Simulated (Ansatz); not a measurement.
Ansatz results at the PBE0-D4/def2-TZVP geometry: HOMO energy (ωB97M-V/def2-TZVPP) -8.47 eV; size of the dipole moment (B3LYP/def2-TZVPP) 1.11 D; LUMO energy (B3LYP/def2-TZVPP) -1.33 eV.

Task: Which molecule gave them?
A. `[SiH3]/N=[CH]\[SnH3]`
B. `F[C@H]1B[C@@H]1F`
C. `[AlH2][B]1CC1`
D. `C[B]1[CH2][AlH]1`

Result: D. The others give `[SiH3]/N=[CH]\[SnH3]`: -8.70, 0.68, -1.63; `[AlH2][B]1CC1`: -9.44, 0.92, -1.90; `F[C@H]1B[C@@H]1F`: -10.41, 1.75, -2.72.

B3LYP here is the variant with VWN-RPA as its local correlation; programs differ in this.
